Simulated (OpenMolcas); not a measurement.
# V: thermal populations, worked from levels

* Program: OpenMolcas 26.06
* Basis: ANO-RCC-VQZP [7s6p4d3f2g1h]
* Scalar Hamiltonian: DKH2, point nucleus
* Active space: 3 electrons in 5 orbitals (3d)
* State averaging: 2S+1 = 4 even, 10 roots; 2S+1 = 2 even, 40 roots
* Spin-orbit coupling: state interaction with AMFI integrals over the reference wave functions, term energies averaged over their components

Methods: CASSCF; MS-CASPT2, IPEA 0.25 Eh, imaginary shift 0.1 Eh (closed shells correlated: 3s 3p 4s). Measured levels: NIST Handbook of Basic Atomic Spectroscopic Data.

**Thermal populations.** Z = Σ (2J + 1) exp(-E/kT) with k = 0.695035 cm-1/K, over the levels below. No other level of either list lies under 2060 cm-1, which is above 7 kT at each temperature.

```json
{"Level": "3d3 4s2 4F 3/2", "2J + 1": "4", "MS-CASPT2": "0.0", "measured": "0.0"}
{"Level": "3d3 4s2 4F 5/2", "2J + 1": "6", "MS-CASPT2": "148", "measured": "137"}
{"Level": "3d3 4s2 4F 7/2", "2J + 1": "8", "MS-CASPT2": "351", "measured": "323"}
{"Level": "3d3 4s2 4F 9/2", "2J + 1": "10", "MS-CASPT2": "604", "measured": "553"}
```

```csv
T (K),"Z, MS-CASPT2","Z, measured levels","Ground level (%), MS-CASPT2","Ground level (%), measured levels"
300,8.988,9.515,44.5,42.0
```

At 300 K, kT = 209 cm-1, and the computed levels give Z = 4.000 + 2.950 + 1.486 + 0.552 = 8.988.

CASPT2 does not keep the components of a term degenerate, so their means are used; among the terms shown or strongly mixed into the levels shown the widest spread is 1300 cm-1 (3d3 4s2 4F, MS-CASPT2). With the s shell closed, the reference lacks s² → p², s² → d² and s → d mixing, so excited terms can stand far too high and out of order, with CASPT2 too. Without dynamic correlation excited terms often stand tens of per cent too high (terms of higher spin than the ground term too low), and those without a measured partner can miss by more than the paired ones (holds for CASSCF). Computed and measured levels are paired by configuration, term and J; levels that our copy of the source lacks, or whose pairing is in doubt (as where it misses far off the trend of its configuration), stay unpaired and out of the deviations. Only configurations of the active space appear.
